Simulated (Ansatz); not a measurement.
Reaction (silylene formation by 1,1-elimination): `N[SiH2][SiH2]S` → `[SiH3]S` + `N[SiH]`

Gas-phase electronic energies from Ansatz, PBE0-D4/def2-TZVP geometries. CBS: MP2 limit from def2 TZ/QZ plus the TZ coupled-cluster correction, frozen cores. This one scheme is used for every species. Functionals use def2-TZVPP. One conformer a species, not always the lowest.

**Question.** Is it downhill or uphill in electronic energy at CCSD(T)/CBS, and by how much? (An estimate is asked.)

**Answer.** Computed: Uphill: ΔE = +36.3 kcal/mol.

**Question.** What do these levels give: BLYP-D4, r2SCAN0-D4, PBE-QIDH, PBE, revPBE, r2SCAN0, CAM-B3LYP, RPA@PBE/def2-TZVPP, CCSD(T)/def2-SVP, MP2/def2-QZVPP, SCS-MP2/def2-QZVPP, HF/CBS(def2)? (An estimate is asked.)

**Answer.** The calculation gave: BLYP-D4 32.2, r2SCAN0-D4 41.0, PBE-QIDH 39.9, PBE 34.9, revPBE 31.5, r2SCAN0 40.1, CAM-B3LYP 33.5, RPA@PBE/def2-TZVPP 30.3, CCSD(T)/def2-SVP 30.5, MP2/def2-QZVPP 38.4, SCS-MP2/def2-QZVPP 35.8, HF/CBS(def2) 31.6 kcal/mol.

**Question.** What do rigid-rotor, harmonic-oscillator terms from PBE0-D4/def2-TZVP frequencies (298.15 K, 1 bar) make of the CCSD(T)/CBS value? (Best estimate.)

**Answer.** The calculation gave: ΔZPE = -1.4 kcal/mol, ΔH = +35.0 kcal/mol, ΔS = 146 J/(mol·K), ΔG = +24.6 kcal/mol.

Largest T1 diagnostic among the species: 0.015.

Leaving LDA and LC-ωPBE aside and taking each functional with its dispersion term where it has one, the values spread over 8.8 kcal/mol, from BLYP-D4 to r2SCAN0-D4. LDA lies +7.0 kcal/mol from PBE without D4. From PBE to PBE0 (25 % exact exchange), in def2-TZVPP and without D4, ΔE moves by +2.8 kcal/mol.
